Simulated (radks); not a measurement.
Q: Ionisation of neutral lanthanum, [Xe] 5d1 6s2, to [Xe] 5d2 as the strength of local exchange is varied. Method: Dirac Kohn-Sham, Slater X-alpha exchange (alpha = 2/3 is LDA exchange), no correlation, spin-unpolarised, spherical densities, finite nucleus; open shells fill j = l - 1/2 first; Fermi nuclear charge, rms radius 4.855 fm; computed with a radial shooting solver on a logarithmic mesh with Libxc functionals.

alpha  E(La) (hartree)  exchange (hartree)  IE (eV)  -e of the level emptied (eV)  <r> of it (bohr)
0.599       -8465.7812           -171.9902    5.530                 2.726 (6s1/2)             4.595
0.645       -8478.9989           -185.4702    5.578                 2.910 (6s1/2)             4.533
0.667       -8485.3272           -191.9308    5.599                 3.000 (6s1/2)             4.503
0.873       -8544.7985           -252.8542    5.734                 3.908 (6s1/2)             4.245
0.969       -8572.6459           -281.5100    5.760                 4.368 (6s1/2)             4.135
0.984       -8577.0047           -286.0026    5.762                 4.442 (6s1/2)             4.119
1.025       -8588.9291           -298.3033    5.764                 4.646 (6s1/2)             4.074
x           -8572.9364           -281.8093    5.760                 4.373 (6s1/2)             4.134

Which alpha was used in the last row?

A: alpha = 0.97. NIST Atomic Spectra Database: 5.577 eV (measured). The Delta-SCF value meets it near alpha = 0.64. Spin polarisation and multiplet splitting are left out, so open shells lie too high by an amount that depends on their filling.

Beside tabulated values, note that spin-unpolarised runs miss the spin-polarisation part of the exchange energy of open shells.
